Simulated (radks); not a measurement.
Problem. Ni14+, configuration [Ne] 3s1 3p(1/2: 2, 3/2: 1) (not the ground configuration). Method: Dirac Kohn-Sham, relativistic LDA (MacDonald-Vosko exchange, VWN5 correlation), spin-unpolarised, spherical densities, finite nucleus; Fermi nuclear charge, rms radius 3.7757 fm; computed with a radial shooting solver on a logarithmic mesh with Libxc functionals. Some entries of the table are withheld. Estimate them.

orbital  occ.  eigenvalue (eV)  <1/r> (bohr^-1)
1s1/2       2              (1)            28.00
2s1/2       2        -1425.091            6.131
2p1/2       2              (2)            6.086
2p3/2       4              (3)            5.961
3s1/2       1        -481.4811            2.289
3p1/2       2        -443.3058            2.225
3p3/2       1        -439.7520            2.197

Solution. 
(1) 1s1/2 eigenvalue (eV): -8630.297
(2) 2p1/2 eigenvalue (eV): -1305.080
(3) 2p3/2 eigenvalue (eV): -1287.409
